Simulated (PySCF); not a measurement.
Run record for `FC(F)=C(/C=C\C=C)F`: revPBE/ANO-RCC-VDZP, energy threshold 1e-07 Eh, TDA, 3 singlets.

Method: TDA revPBE/ANO-RCC-VDZP, vertical, gas phase, core orbitals frozen in the response (PySCF 2.14.0, density-fitted response routines). Geometry: GFN2-xTB. The command runs a driver script over a list of jobs; the input below is this job's line of settings and its coordinates in Å.

Command:
```bash
OMP_NUM_THREADS=1 python probes_run.py task.json out
```

Input:
```
{"job": {"kind": "uv", "xc": "revPBE", "basis": "ANO-RCC-VDZP", "nstates": 3, "ntriplets": 2, "tda": true, "scf": {"conv": 1e-07}}, "charge": 0, "multiplicity": 1}
C     -2.630796    -0.003848     1.136604
C     -1.344836     0.013803     0.787087
C     -0.927434    -0.051548    -0.588682
C      0.326485    -0.042676    -1.079348
C      1.569626     0.033847    -0.357313
F      1.573165     0.110456     0.988571
C      2.768836     0.033745    -0.956643
F      3.940708     0.101185    -0.343510
F      2.928891    -0.036169    -2.273950
H     -2.938749     0.044803     2.166397
H     -3.416797    -0.067369     0.401377
H     -0.585746     0.078017     1.550401
H     -1.733526    -0.115459    -1.308854
H      0.469495    -0.099259    -2.149282
```

What does the run print?

```
final grid: 128920 points
cycle   1  E = -530.9393302057  dE =  1.319e+00  |g| = 8.506e-01  |ddm| = 5.413e+00
cycle   2  E = -530.1143933773  dE =  8.249e-01  |g| = 1.989e+00  |ddm| = 2.996e+00
cycle   3  E = -531.0740151697  dE = -9.596e-01  |g| = 3.112e-01  |ddm| = 2.696e+00
cycle   4  E = -531.0878023388  dE = -1.379e-02  |g| = 2.393e-01  |ddm| = 8.451e-01
cycle   5  E = -531.1040866841  dE = -1.628e-02  |g| = 7.567e-02  |ddm| = 3.965e-01
cycle   6  E = -531.1053948485  dE = -1.308e-03  |g| = 2.084e-02  |ddm| = 8.938e-02
cycle   7  E = -531.1055000659  dE = -1.052e-04  |g| = 9.185e-03  |ddm| = 3.325e-02
cycle   8  E = -531.1055226814  dE = -2.262e-05  |g| = 2.335e-03  |ddm| = 1.320e-02
cycle   9  E = -531.1055236879  dE = -1.006e-06  |g| = 9.564e-04  |ddm| = 3.091e-03
cycle  10  E = -531.1055238721  dE = -1.843e-07  |g| = 2.893e-04  |ddm| = 1.227e-03
cycle  11  E = -531.1055238924  dE = -2.028e-08  |g| = 9.782e-05  |ddm| = 3.916e-04
converged SCF energy = -531.1055238924

Static polarisability (au): isotropic 85.564, principal 35.229 62.867 158.595

Singlet excitations
state   eV       nm        f      main configurations
  1   4.8295    256.7   0.45443   H->L 0.39, H-1->L 0.34, H->L+2 0.24
  2   5.1270    241.8   0.00010   H->L+1 1.00
  3   5.3220    233.0   0.92439   H->L 0.48, H-1->L 0.26, H->L+2 0.15

Triplet excitations (Tamm-Dancoff, eV): 2.4632 4.1201
```

H and L stand for HOMO and LUMO; the number after each pair is its weight.

How does the lowest singlet excitation compare with the HOMO–LUMO gap?

HOMO -5.30 eV and LUMO -2.25 eV give a gap of 3.05 eV; S1 at 4.83 eV lies 1.78 eV above it.

Give the mean polarisability as a volume in Å³, and the ratio of the largest to the smallest principal value.

85.564 au × 0.148185 = 12.68 Å³; 158.595/35.229 = 4.50.

In short: SCF converged in 11 cycles with 151 basis and 988 fitting functions; HOMO -5.30 eV, LUMO -2.25 eV; lowest singlet 4.83 eV; lowest triplet 2.46 eV (Tamm–Dancoff); mean polarisability 85.6 au.

ANO-RCC sets were contracted for a scalar-relativistic Hamiltonian, but ran non-relativistically here. The basis is contracted for a relativistic Hamiltonian, but the run is non-relativistic.

The run took 59 s of wall time on Intel Xeon Platinum 8488C, one thread (shared host), and the process peaked at 0.55 GiB of memory.

Shape of the structure used: `[CH2:1]=[CH:2]/[CH:3]=[CH:4]\[C:5]([F:6])=[C:7]([F:8])[F:9]`: C1–C2–C3–C4 180°, C3–C4–C5–F6 0°.

One conformer stands for the species.
